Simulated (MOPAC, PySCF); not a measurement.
H$_{9}$AlSi$_{3}$, SMILES `[Al]([SiH3])([SiH3])[SiH3]`, neutral singlet in the gas phase. 

Cartesian coordinates (Å):
SMILES: [SiH3][Al]([SiH3])[SiH3]
```xyz
13

Si     0.1800     2.4520    -0.0099
Al    -0.0156    -0.0026     0.0150
Si     2.0336    -1.3690    -0.0113
Si    -2.2272    -1.0850     0.0314
H     -0.9019     3.1145     0.7660
H      0.0640     2.9288    -1.4168
H      1.4814     2.9429     0.5145
H      2.8476    -1.1025     1.2061
H      2.8785    -1.0150    -1.1846
H      1.7785    -2.8319    -0.0683
H     -2.4546    -1.7259     1.3566
H     -3.3532    -0.1451    -0.2063
H     -2.3113    -2.1611    -0.9923
```
Charge 0, multiplicity 1.

All levels are single points at this geometry (B3LYP-D3(BJ)/def2-TZVP); Pople sets use spherical d functions. Orbital energies aren't observables, and empty levels follow the basis.

| level | HOMO (eV) | LUMO (eV) | gap (eV) | dipole (D) | vertical IE, Delta-SCF (eV) |
|---|---|---|---|---|---|
| B3LYP-D3(BJ)/def2-TZVP in PySCF | -7.11 | -2.77 | 4.34 | 0.07 | 8.96 |
| PBE-D3(BJ)/def2-TZVP in PySCF | -6.31 | -3.35 | 2.95 | 0.06 | – |
| B3LYP/3-21G in PySCF | -7.22 | -2.67 | 4.55 | 0.04 | – |
| B3LYP/6-31G* in PySCF | -7.02 | -2.62 | 4.40 | 0.05 | 8.93 |
| B3LYP/LANL2DZ in PySCF | -7.29 | -2.62 | 4.67 | 0.04 | – |
| BP86/6-31G* in PySCF | -6.32 | -3.26 | 3.06 | 0.04 | – |
| HF/6-31G* in PySCF | -9.58 | 0.22 | 9.80 | 0.07 | 8.51 |
| HF/STO-3G in PySCF | -6.82 | 7.24 | 14.06 | 0.11 | – |
| PM3 in MOPAC | -8.96 | -3.36 | 5.60 | 0.04 | – |
